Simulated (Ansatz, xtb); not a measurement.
**C5H11NO: 5 structures ranked**

5 gas-phase structures of C5H11NO, from a drawn sample of its isomers (lower ones may exist). Each was relaxed with GFN2-xTB; where two conformers were screened, the lower at r2SCAN-D4/def2-SVP is listed:

A. `CO[C@H]1C[C@H](N)C1`, a singlet
B. `CO[C@@H]1CC[C@@H]1N`, a singlet
C. `CO[C@H]1C[C@@H](N)C1`, a singlet
D. `COC1(N)CCC1`, a singlet
E. `CO[C@@H]1CC[C@H]1N`, a singlet

Q: Make a reasoned guess at their ranking by r2SCAN-D4/def2-SVP single-point energy.

A: Calculated order at r2SCAN-D4/def2-SVP: D (0.0), C (6.8), B (7.3), E (7.4), A (8.2) kcal/mol. Less than 1 kcal/mol parts C and B; B and E; E and A, so the order within those pairs means little.

Energies above the lowest of each column, in kcal/mol; the last columns are at B3LYP/def2-SVP geometries:

| structure | GFN2-xTB | HF/STO-3G | r2SCAN-D4/def2-SVP | B3LYP/def2-SVP | CCSD(T)/def2-SVP + ΔMP2/def2-TZVPP |
| --- | --- | --- | --- | --- | --- |
| D | 0.0 | 0.0 | 0.0 | 0.0 | 0.0 |
| C | 4.8 | 3.2 | 6.8 | 5.4 | 6.1 |
| B | 5.5 | 4.3 | 7.3 | 6.2 | 7.3 |
| E | 5.4 | 3.7 | 7.4 | 5.6 | 6.2 |
| A | 6.6 | 4.4 | 8.2 | 6.5 | 6.5 |

Every level run on D puts it lowest or level with the lowest. CCSD(T)/def2-SVP + ΔMP2/def2-TZVPP orders those it was run on as D (0.0), C (6.1), E (6.2), A (6.5), B (7.3) kcal/mol. Less than 1 kcal/mol parts C and E; E and A; A and B, so the order within those pairs means little. Flexible structures stand in one conformer each, not always the lowest. ΔMP2 is the change of the MP2 energy from the smaller to the larger basis.

Over these structures GFN2-xTB departs from r2SCAN-D4/def2-SVP by 0.6 kcal/mol on average once a common shift is removed. A GFN2-xTB relaxation took about 0.13 s and the r2SCAN-D4/def2-SVP energy about 3.3 s on a shared host (Ansatz 0.2.0, xtb 6.7.1).
